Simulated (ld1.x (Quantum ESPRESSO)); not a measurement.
**u(r) = r·R(r): atom against pseudo-atom (neon)**

Columns: radius, all-electron u(r) and pseudo u(r) of the 2p shell (level -43.14 eV) of neon in the configuration [He] 2s2 2p4.5; PBE, non-relativistic, RRKJ scheme, ld1.x (Quantum ESPRESSO) 7.5.

```tsv
r (bohr)	all-electron	pseudo
0.065	0.0984	0.0312
0.130	0.2923	0.1211
0.195	0.4965	0.2585
0.260	0.6752	0.4269
0.325	0.8167	0.6069
0.390	0.9202	0.7790
0.455	0.9885	0.9266
0.520	1.0264	1.0376
0.585	1.0394	1.1061
0.650	1.0329	1.1320
0.715	1.0117	1.1205
0.780	0.9796	1.0801
0.845	0.9400	1.0210
0.910	0.8953	0.9526
0.975	0.8476	0.8828
1.040	0.7984	0.8167
1.105	0.7488	0.7563
1.170	0.6997	0.7019
1.235	0.6518	0.6521
1.300	0.6056	0.6056
1.365	0.5613	0.5613
1.430	0.5192	0.5192
1.495	0.4794	0.4794
1.560	0.4419	0.4419
1.625	0.4068	0.4068
1.690	0.3740	0.3740
```

(1) How many radial nodes do the two functions have?

(2) At about which radius was the pseudo-wave matched?

(3) Is the pseudo-wave norm-conserving?

## Answers

(1) The all-electron 2p function has n − l − 1 = 0; the pseudo-wave has 0.

(2) 1.30 bohr, where the columns begin to agree (steps of 0.07 bohr).

(3) Yes: the RRKJ scheme keeps the norm inside the radius equal to the all-electron one, which fixes the energy derivative of the logarithmic derivative at the level.
